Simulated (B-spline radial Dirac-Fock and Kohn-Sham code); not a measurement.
## X-ray scattering factor of Pb²⁸⁺

System: lead as Pb²⁸⁺, configuration [Kr] 4d10 4f8.

Model: Dirac-Fock orbitals of the configuration average with a finite nucleus. Program: an atomic code on a B-spline grid. f₀ is the Fourier transform of the spherical electron density, S the Waller-Hartree incoherent function, and s = sin θ/λ.

| s (Å⁻¹) | f₀ | S |
| --- | --- | --- |
| 0 | 54.000 | 0.000 |
| 0.06 | 53.860 | 0.103 |
| 0.08 | 53.752 | 0.183 |
| 0.09 | 53.686 | 0.232 |
| 0.12 | 53.444 | 0.410 |
| 0.15 | 53.135 | 0.637 |
| 0.19 | 52.622 | 1.011 |
| 0.23 | 51.999 | 1.462 |
| 0.29 | 50.873 | 2.269 |
| 0.36 | 49.297 | 3.380 |
| 0.46 | 46.646 | 5.203 |
| 0.57 | 43.348 | 7.402 |
| 0.71 | 38.878 | 10.290 |
| 0.89 | 33.233 | 13.873 |
| 1.12 | 26.987 | 18.006 |
| 1.4 | 21.448 | 22.380 |
| 1.75 | 17.288 | 27.065 |
| 2.2 | 14.316 | 31.964 |
| 2.75 | 11.638 | 36.364 |
| 3.44 | 8.709 | 40.154 |
| 4.31 | 6.274 | 43.433 |
| 5.39 | 4.886 | 46.239 |
| 6.75 | 3.957 | 48.593 |

f₀ starts at the number of electrons, 54, and has fallen to half at s ≈ 1.12 Å⁻¹. The sum of ⟨r²⟩ over the electrons is 5.282 bohr².

Values without a named source are computed, but for edge energies of neutral atoms, which are taken from tables.
